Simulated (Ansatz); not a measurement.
Wavefunction ladder for C2H6O2Zn, SMILES `C[O][Zn][O]C`

```xyz
11

C     0.003   -0.998   -2.553
O    -0.614   -0.003   -1.784
Zn   -0.570    0.112   -0.025
O    -0.714    0.263    1.726
C     0.166    0.965    2.560
H    -0.200   -0.794   -3.610
H     1.094   -1.021   -2.427
H    -0.380   -2.004   -2.334
H     1.191    0.573    2.525
H    -0.186    0.869    3.594
H     0.209    2.038    2.328
```

Charge 0, multiplicity 1. For Zn the d shell is correlated and the shells below it are frozen. Scalar relativity is left out up to krypton. Geometry: relaxed with PBE0-D4/def2-TZVP. It is one conformer, not always the lowest. Frozen core, restricted reference, Ansatz 0.2.0.

```
     basis      HF (Eh)  MP2 corr.  CCSD corr.       (T)  CCSD(T) total
  def2-SVP  -2006.32855   -0.95978    -0.97621  -0.02475    -2007.32951
def2-TZVPP  -2006.84833   -1.33660    -1.31445  -0.04618    -2008.20896
def2-QZVPP  -2006.90323   -1.43339           –         –              –
```
